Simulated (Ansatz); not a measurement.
Gas-phase electronic energies from Ansatz, PBE0-D4/def2-TZVP geometries. CBS: MP2 limit from def2 TZ/QZ plus the TZ coupled-cluster correction, frozen cores. This one scheme is used for every species. DFT in def2-TZVPP. B3LYP here is the variant with VWN-RPA as its local correlation; programs differ in this. Elements past krypton have def2 core potentials. For Te outer-core shells are correlated without core-valence functions, which leaves a few kJ/mol of doubt a bond. Each species was taken in one conformer, which may not be the lowest.

Reaction (formal exchange of groups at a Te–B bond): `CB[TeH]` + `O[SiH2]F` → `O[SiH](F)[TeH]` + `BC`

```csv
level,ΔE (kcal/mol)
revPBE-D4,5.2
PBE0-D4,4.7
B3LYP-D4,4.5
ωB97M-V,4.0
B2PLYP,5.6
r2SCAN0,4.7
CAM-B3LYP,4.7
MP2/def2-TZVPP,6.7
```

Problem. What does CCSD(T)/CBS give? (An estimate is asked.)

Solution. Computed: +5.9 kcal/mol. The listed levels differ from it by -0.7, -1.2, -1.4, -1.9, -0.3, -1.2, -1.2, 0.8 kcal/mol.

Largest T1 diagnostic among the species: 0.013.

Leaving LDA and LC-ωPBE aside and taking each functional with its dispersion term where it has one, the values, not all of them listed here, spread over 1.9 kcal/mol, from BHLYP-D4 to B2PLYP. LDA lies +0.9 kcal/mol from PBE without D4. In def2-TZVPP, CCSD(T) changes the Hartree–Fock value by +3.4 kcal/mol (the triples alone add +0.6 kcal/mol) and MP2 by +3.2 kcal/mol. From BLYP to BHLYP (50 % exact exchange), in def2-TZVPP and without D4, ΔE moves by −1.0 kcal/mol.
